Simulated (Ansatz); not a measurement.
What each rung costs, and what it gives

Saddle point of SiN$_{2}$H$_{6}$O, closed shell (SiN₂H₆O ([NH2][Si]([NH3])[OH]) → SiN₂H₄ ([NH2][Si][NH2]) + H₂O; bonds formed: O2–H3; dative contacts that become bonds: Si1–N5; bonds broken: Si1–O2, H3–N5), PBE0-D4/def2-TZVP structure:

```xyz
10
angstrom
Si 0.3748 0.2696 -0.9599
O -0.4252 -1.4494 -0.4130
H -1.0863 -0.6385 0.0913
N 1.6112 0.3570 0.2519
N -1.0593 0.7116 0.1943
H -0.8625 -1.9150 -1.1315
H 2.5691 0.3071 -0.0562
H 1.5199 -0.0191 1.1857
H -1.8246 1.2161 -0.2318
H -0.8169 1.1607 1.0692
```

Barriers are electronic and count from the start structure reached by relaxing down the imaginary mode.

Ansatz 0.2.0; basis: as named in each row; cores frozen in the correlated methods. B3LYP uses VWN-RPA correlation. Extrapolation: Hartree–Fock as exp(−7.88 √X), correlation as X^−2.97.

Times are rough, for one single point on 4 threads of a shared host (Arm Neoverse V2).

The estimate by CCSD(T) at an estimated basis limit (MP2 extrapolated from triple and quadruple zeta, plus CCSD(T) − MP2 in triple zeta) is 1.084 eV.

```csv
method,basis,time (s),barrier (eV),method less estimate
HF,STO-3G,under 1,0.537,-0.547
PBE-D4,STO-3G,under 1,-0.643,-1.727
SPW92,def2-SVP,under 1,0.477,-0.607
B3LYP-D4,6-31G,under 1,0.680,-0.404
PBE-D4,def2-SVP,under 1,0.666,-0.418
PBE0-D4,def2-SVP,under 1,0.802,-0.282
SPW92,def2-TZVPP,under 1,0.662,-0.422
PBE-D4,def2-TZVPP,1,0.838,-0.246
BLYP-D4,def2-TZVPP,1,0.938,-0.146
B3LYP-D4,def2-TZVPP,1,1.020,-0.064
BHLYP-D4,def2-TZVPP,2,1.167,0.082
PBE0-D4,def2-TZVPP,2,0.956,-0.128
CAM-B3LYP-D4,def2-TZVPP,2,1.029,-0.055
CCSD(T),def2-SVP,2,0.961,-0.123
r2SCAN-D4,def2-TZVPP,2,0.948,-0.136
wB97M-V,def2-SVP,2,0.856,-0.228
r2SCAN0-D4,def2-TZVPP,3,1.024,-0.060
B2PLYP,def2-TZVPP,3,1.039,-0.046
PBE-QIDH,def2-TZVPP,3,1.029,-0.055
RPA on PBE,def2-TZVPP,3,1.027,-0.058
wB97X-V,def2-TZVPP,4,1.045,-0.039
wB97M-V,def2-TZVPP,5,1.029,-0.056
B97M-V,def2-TZVPP,6,1.099,0.015
MP2,def2-QZVPP,11,1.029,-0.056
CCSD(T),def2-TZVPP,55,1.056,-0.029
```

All methods are single points on the PBE0-D4 structures; a negative value means that the method puts the saddle structure below the start.

T1 diagnostic: at most 0.013.

Labels in which every atom is bracketed show which atoms are joined, not bond orders.
